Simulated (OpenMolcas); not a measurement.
# Cl+: the spin-orbit constant, thermal populations, Slater's ratio, worked from levels

```json
{"Program": "OpenMolcas", "Basis": "ANO-R1 [4s3p1d]", "Scalar Hamiltonian": "X2C, finite nucleus", "Active space": "6 electrons in 4 orbitals (3s 3p)", "State averaging": "2S+1 = 3 even, 3 roots; 2S+1 = 1 even, 6 roots; 2S+1 = 3 odd, 3 roots", "Spin-orbit coupling": "state interaction with AMFI integrals over the reference wave functions, term energies averaged over their components"}
```

Methods: CASSCF; SS-CASPT2, IPEA 0.25 Eh, imaginary shift 0.1 Eh (closed shells correlated: 2s 2p). Measured levels: NIST Handbook of Basic Atomic Spectroscopic Data.

**The spin-orbit constant.** For the Hund term ³P of p4, E(J) = (A/2) J(J+1) + constant and ζ = -2S·A = -2A. From J = 0 to J = 2 the energy changes by 3 A.

```tsv
Source	E(2) - E(0)	A	ζ
CASSCF	-959.9	-320.0	640
SS-CASPT2	-963.5	-321.2	642
measured	-996.5	-332.2	664
```

All in cm-1. SS-CASPT2 is off by -3.3 % and CASSCF by -3.7 %. Both methods take the spin-orbit matrix elements from the reference wave functions, so the second can move ζ only through the term energies and any multistate remixing. Second-order mixing with other terms is absorbed into this ζ.

**Thermal populations.** Z = Σ (2J + 1) exp(-E/kT) with k = 0.695035 cm-1/K, over the levels below. No other level of either list lies under 90000 cm-1, which is above 7 kT at each temperature.

```tsv
Level	2J + 1	SS-CASPT2	measured
3s² 3p⁴ ³P₂	5	0.0	0.0
3s² 3p⁴ ³P₁	3	668	696
3s² 3p⁴ ³P₀	1	963	996
3s² 3p⁴ ¹D₂	5	13000	11654
3s² 3p⁴ ¹S₀	1	28210	27878
```

```tsv
T (K)	Z, SS-CASPT2	Z, measured levels	Ground level (%), SS-CASPT2	Ground level (%), measured levels
5000	8.352	8.381	59.9	59.7
8000	8.990	9.104	55.6	54.9
12000	9.746	9.919	51.3	50.4
```

At 12000 K, kT = 8340 cm-1, and the computed levels give Z = 5.000 + 2.769 + 0.891 + 1.052 + 0.034 = 9.746.

**Slater's ratio.** With one set of orbitals, p4 has ¹D - ³P = 6 F2 and ¹S - ¹D = 9 F2 (F2 = F²/25), a ratio of 3/2. Term energies are centres of gravity, weighted by 2J + 1.

```
   Source  ¹D - ³P  ¹S - ³P  F2 from the first  Ratio
   CASSCF    14020    26188               2337  0.868
SS-CASPT2    12670    27885               2112  1.201
 measured    11311    27535               1885  1.434
```

Energies in cm-1. A ratio away from 3/2 shows effects beyond one configuration with one set of orbitals, and in heavier atoms second-order spin-orbit shifts. In CASSCF the valence s occupation is 1.93 in ¹S against 2.00 in ¹D: mixing out of s² acts most on ¹S and pulls it down.

CASPT2 does not keep the components of a term degenerate, so their means are used; among the terms shown or strongly mixed into the levels shown the widest spread is 150 cm-1 (3s² 3p⁴ ¹D, SS-CASPT2). Over all roots computed the reference weight is 0.90 to 0.96 in SS-CASPT2; the roots of lowest weight are the least certain, and an intruder state may touch them. Without dynamic correlation excited terms often stand tens of per cent too high (terms of higher spin than the ground term too low), and those without a measured partner can miss by more than the paired ones (holds for CASSCF). Measured partners are found by configuration, term and J. A level has none where our copy of the source lacks it or the pairing is in doubt (some pairs that miss far off the trend of their configuration count as doubtful), and it then counts in no deviation. Levels of configurations outside the active space are missing.
